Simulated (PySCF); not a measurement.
vanadium atom (V), quartet (typed; the unrestricted solution is spin-contaminated); REVPBE/def2-SVP in PySCF.

Here is a job for PySCF.
```python
from pyscf import gto, scf, dft

mol = gto.Mole()
mol.atom = '''
    V     0.000000    0.000000    0.000000
'''
mol.basis = 'def2-svp'
mol.charge = 0
mol.spin = 3
mol.verbose = 4
mol.build()

mf = dft.UKS(mol)
mf.xc = 'revpbe'
mf.grids.atom_grid = (99, 590)
mf.grids.prune = None
mf.kernel()
```

What the program printed (banner, timings and long lists left out):

```
PySCF version 2.14.0

[INPUT] verbose = 4
[INPUT] num. atoms = 1
[INPUT] num. electrons = 23
[INPUT] charge = 0
[INPUT] spin (= nelec alpha-beta = 2S) = 3
[INPUT] symmetry False subgroup None
[INPUT] Mole.unit = angstrom
[INPUT] Symbol           X                Y                Z      unit          X                Y                Z       unit  Magmom
[INPUT]  1 V      0.000000000000   0.000000000000   0.000000000000 AA    0.000000000000   0.000000000000   0.000000000000 Bohr   0.0

nuclear repulsion = 0
number of shells = 11
number of NR pGTOs = 73
number of NR cGTOs = 31
basis = def2-svp
ecp = {}

******** <class 'pyscf.dft.uks.UKS'> ********
method = UKS
initial guess = minao
damping factor = 0
level_shift factor = 0
DIIS = <class 'pyscf.scf.diis.CDIIS'>
diis_start_cycle = 1
diis_space = 8
diis_damp = 0
SCF conv_tol = 1e-09
SCF conv_tol_grad = None
SCF max_cycles = 50
direct_scf = True
direct_scf_tol = 1e-13
number electrons alpha = 13  beta = 10
XC library pyscf.dft.libxc version 7.1.2
    S. Lehtola, C. Steigemann, M. J. T. Oliveira, and M. A. L. Marques,  SoftwareX 7, 1–5 (2018)
XC functionals = revpbe
    Y. Zhang and W. Yang,  Phys. Rev. Lett. 80, 890 (1998)
    J. P. Perdew, K. Burke, and M. Ernzerhof,  Phys. Rev. Lett. 77, 3865 (1996)
    J. P. Perdew, K. Burke, and M. Ernzerhof,  Phys. Rev. Lett. 78, 1396 (1997)
radial grids:
    Treutler-Ahlrichs [JCP 102, 346 (1995); DOI:10.1063/1.469408] (M4) radial grids

becke partition: Becke, JCP 88, 2547 (1988); DOI:10.1063/1.454033
pruning grids: None
grids dens level: 3
symmetrized grids: False
atomic radii adjust function: <function treutler_atomic_radii_adjust>
User specified grid scheme (99, 590)
small_rho_cutoff = 0
Set gradient conv threshold to 3.16228e-05
tot grids = 58416
init E= -943.434869497766

cycle= 1 E= -943.003460329048  delta_E= 0.431  |g|= 0.842  |ddm|= 1.84
cycle= 2 E= -941.018738645508  delta_E= 1.98  |g|= 1.29  |ddm|= 8.33
cycle= 3 E= -943.595593860776  delta_E= -2.58  |g|= 0.189  |ddm|= 7.75
cycle= 4 E= -943.595322938939  delta_E= 0.000271  |g|= 0.255  |ddm|= 1.62
cycle= 5 E= -943.577615845646  delta_E= 0.0177  |g|= 0.256  |ddm|= 1.39
cycle= 6 E= -943.591098449315  delta_E= -0.0135  |g|= 0.224  |ddm|= 0.212
cycle= 7 E= -943.600718607254  delta_E= -0.00962  |g|= 0.204  |ddm|= 0.153
cycle= 8 E= -943.599293266203  delta_E= 0.00143  |g|= 0.208  |ddm|= 0.0385
cycle= 9 E= -943.599673341691  delta_E= -0.00038  |g|= 0.208  |ddm|= 0.0303
cycle= 10 E= -943.596200739464  delta_E= 0.00347  |g|= 0.214  |ddm|= 0.075
cycle= 11 E= -943.584850646596  delta_E= 0.0114  |g|= 0.238  |ddm|= 0.176
cycle= 12 E= -943.615343995277  delta_E= -0.0305  |g|= 0.173  |ddm|= 1.48
cycle= 13 E= -943.627513417569  delta_E= -0.0122  |g|= 0.135  |ddm|= 1.15
cycle= 14 E= -943.606179768194  delta_E= 0.0213  |g|= 0.184  |ddm|= 1.23
cycle= 15 E= -943.64034887824  delta_E= -0.0342  |g|= 0.0908  |ddm|=  1.2
cycle= 16 E= -943.64322657989  delta_E= -0.00288  |g|= 0.0742  |ddm|= 0.137
cycle= 17 E= -943.64946280584  delta_E= -0.00624  |g|= 0.0221  |ddm|=  0.5
cycle= 18 E= -943.648635283824  delta_E= 0.000828  |g|= 0.0432  |ddm|= 0.173
cycle= 19 E= -943.649185008715  delta_E= -0.00055  |g|= 0.0382  |ddm|= 0.0633
cycle= 20 E= -943.649723405052  delta_E= -0.000538  |g|= 0.0322  |ddm|= 0.0885
cycle= 21 E= -943.6504788618  delta_E= -0.000755  |g|= 0.0148  |ddm|= 0.0841
cycle= 22 E= -943.650770714906  delta_E= -0.000292  |g|= 0.0049  |ddm|= 0.156
cycle= 23 E= -943.650781690876  delta_E= -1.1e-05  |g|= 0.002  |ddm|= 0.0277
cycle= 24 E= -943.65078722659  delta_E= -5.54e-06  |g|= 0.00145  |ddm|= 0.00946
cycle= 25 E= -943.650786198921  delta_E= 1.03e-06  |g|= 0.00156  |ddm|= 0.00212
cycle= 26 E= -943.650791989395  delta_E= -5.79e-06  |g|= 0.00154  |ddm|= 0.0204
cycle= 27 E= -943.650795493955  delta_E= -3.5e-06  |g|= 0.000672  |ddm|= 0.00895
cycle= 28 E= -943.650796653248  delta_E= -1.16e-06  |g|= 0.000551  |ddm|= 0.00611
cycle= 29 E= -943.650798350566  delta_E= -1.7e-06  |g|= 0.000348  |ddm|= 0.0174
cycle= 30 E= -943.650798500049  delta_E= -1.49e-07  |g|= 4.4e-05  |ddm|= 0.00318
cycle= 31 E= -943.650798502743  delta_E= -2.69e-09  |g|= 2.4e-05  |ddm|= 0.000224
cycle= 32 E= -943.6507985049  delta_E= -2.16e-09  |g|= 1.48e-05  |ddm|= 0.000308
cycle= 33 E= -943.650798505831  delta_E= -9.31e-10  |g|= 6.42e-06  |ddm|= 0.000153
Extra cycle  E= -943.650798506402  delta_E= -5.72e-10  |g|= 5.8e-06  |ddm|= 0.000102
converged SCF energy = -943.650798506402  <S^2> = 4.1458912  2S+1 = 4.1932761
```
